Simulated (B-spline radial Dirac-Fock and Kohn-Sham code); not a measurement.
Calculated with a B-spline atomic structure program, using independent-particle rates on relativistic LDA orbitals of the hole state (multipoles up to L = 3, Coulomb Auger matrix elements, transition energies from Dirac-Fock).

Question: A single inner-shell vacancy in a neutral atom gives this computed emission spectrum. Which element, which hole, and which lines?

| energy (eV) | relative intensity |
| --- | --- |
| 30622.1 | 54.1 |
| 30969.9 | 100.0 |
| 34912.7 | 9.3 |
| 34980.8 | 18.2 |
| 35797.8 | 1.9 |
| 35811.7 | 3.8 |
| 35972.0 | 0.5 |

Answer: Cesium (Z = 55), hole in K (1s). In order of rising energy the lines are Kα2 (K-L2), Kα1 (K-L3), Kβ3 (K-M2), Kβ1 (K-M3), Kβ2'' (K-N2), Kβ2' (K-N3), K-O3.
